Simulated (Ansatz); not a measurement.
A made-up structure of LiSi2NH4, singlet:

```xyz
8
angstrom
Li -1.7341 1.0793 1.6046
Si -1.3952 1.2674 -0.7548
N -0.5623 0.3753 0.3911
Si 0.7820 -0.6740 0.2381
H -0.7326 0.9985 -2.1084
H -1.9368 2.4599 -1.3034
H 1.9260 -0.2058 1.0777
H 0.4471 -2.0483 0.7199
```

It is relaxed with PBE-D4/def2-SVP and then PBE0-D4/def2-TZVP (Ansatz 0.2.0). Atoms count as bonded within 1.22 times the sum of their covalent radii (H–H: 0.88 Å). The end point is not checked to be a true minimum.

Question: Does its bonding change? (A judgement: the text doesn't fix the answer.)

Answer: By the calculation: No: no bond forms or breaks.

Where it ends: The first stage lowers the energy by 2.32 eV in 22 steps. It ends as LiSi₂NH₄ ([SiH2][N]1[Li][SiH2]1):
```tsv
atom	x (Å)	y (Å)	z (Å)
Li1	-1.7118	1.4375	1.6307
Si2	-1.6241	1.1559	-0.7163
N3	-0.3266	0.8260	0.5123
Si4	0.7179	-0.3953	0.5178
H5	-1.5198	0.0448	-1.7381
H6	-1.0707	2.3323	-1.4837
H7	1.3720	-0.8450	1.7735
H8	0.9570	-1.3040	-0.6312
```

Labels in which every atom is bracketed show which atoms are joined, not bond orders.

For scale, one of the runs: PBE0-D4/def2-TZVP relaxation, 143 basis functions, launched by `ansatz run in.yaml --threads 2 --pin off --events-out ev --progress --plain --max-ram 4352MiB`. Hardware: 2 CPU threads of an Arm Neoverse V2, shared host. Wall time about 39 s.
